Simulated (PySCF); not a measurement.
WN⁻: from constants to spectrum

ROHF-CCSD(T) constants of WN⁻, ³Σ⁻ (triplet), unpaired electrons δ ↑↑ (W def2-TZVPPD with ECP60, N def2-TZVPPD; scalar-relativistic core potentials (PySCF 2.14); masses 183.9509 and 14.0031 u):

- ωe: 1058.0 cm⁻¹
- ωexe: 3.83 cm⁻¹
- Be: 0.45344 cm⁻¹
- αe: 0.00219 cm⁻¹

Question: What force constant and bond length do these constants imply?

Answer: Reduced mass μred = 13.013 u; k = 5.8918×10⁻⁷·μred·ωe² (u, cm⁻¹, mdyn/Å) = 8.58 mdyn/Å; Re = √(16.8576/(μred·Be)) (u, cm⁻¹, Å) = 1.690 Å.

Question: Estimate the centrifugal constant D from the Kratzer relation and find the Dunham coefficient a1.

Answer: D = 4Be³/ωe² = 3.33e-07 cm⁻¹; a1 = −1 − αeωe/(6Be²) = -2.88.

Correlated steps freeze 1 core orbital. De is left out where the level can put another filling of the metal’s s and d shells below the measured ground configuration, by anything from nothing to about 1 eV. These are scalar-relativistic numbers at best; spin–orbit coupling would shift them, the dissociation energy most. The CCSD T1 diagnostic is raised, a sign that a single reference may not be enough here. With d or f electrons several states lie close, and the lowest PBE0 determinant need not be the measured ground state.
